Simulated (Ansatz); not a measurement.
Setting up SiH2SClO− (SMILES O[Si]Cl.[SH-]) in Ansatz

SiH2SClO−: 6 atoms, total charge -1, spin state singlet. As SMILES, `O[Si]Cl.[SH-]`.

| atom | x (Å) | y (Å) | z (Å) |
| --- | --- | --- | --- |
| O | -0.9257 | 0.4652 | -0.3036 |
| Si | -0.4481 | -0.7747 | 0.6521 |
| Cl | 1.6484 | -0.6860 | 0.4265 |
| H | -0.2747 | 0.9954 | -0.7749 |
| S | -1.6821 | 0.1902 | -3.0069 |
| H | -2.0412 | -0.8773 | -3.7438 |

Settings wanted:

* basis set: 6-31G*
* integral approximation: automatic
* task: energy
* method: DFT
* functional: r2SCAN50
* dispersion: D3(BJ)-ATM
* reference: RKS
* relativity: none
* accuracy: medium
* d and f functions: Cartesian

**Question.** Write the Ansatz 0.2.0 input and the command.

**Answer.** This one ran through:

molecule.yaml:
```yaml
crystal:
  periodic: [false, false, false]
  atoms:
    - symbol: O
      position_ang: [-0.925680, 0.465220, -0.303620]
    - symbol: Si
      position_ang: [-0.448080, -0.774680, 0.652070]
    - symbol: Cl
      position_ang: [1.648420, -0.685980, 0.426480]
    - symbol: H
      position_ang: [-0.274680, 0.995420, -0.774930]
    - symbol: S
      position_ang: [-1.682060, 0.190190, -3.006930]
    - symbol: H
      position_ang: [-2.041190, -0.877340, -3.743840]
basis:
  gaussian: {orbitals: "6-31G*"}
total_charge: -1
hamiltonian: {xc: {name: r2SCAN50}, dispersion: d3bjatm}
```

```bash
$ ansatz run molecule.yaml --threads 1 --pin off --max-ram 2610MiB --events-out events.jsonl --progress --plain --runs-dir runs
```

Calculated total energy: -1224.16614 Eh. Without diffuse functions such a state is poorly described.
